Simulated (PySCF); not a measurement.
AgI, SMILES [I][Ag], multiplicity 1. Geometry optimised at PBE-D3(BJ)/def2-TZVP. The spin state was assumed, not searched. The def2 effective core potentials stand for the cores of Ag, I; spin–orbit coupling is left out.

Computed equilibrium geometry at PBE-D3(BJ)/def2-TZVP (PySCF confirms it by a frequency run) as Cartesian coordinates in Å, and its point group:
point group C∞v.
```xyz
2

Ag     0.0000     0.0000    -1.3607
I      0.0000     0.0000     1.2066
```
Charge 0, spin multiplicity 1.
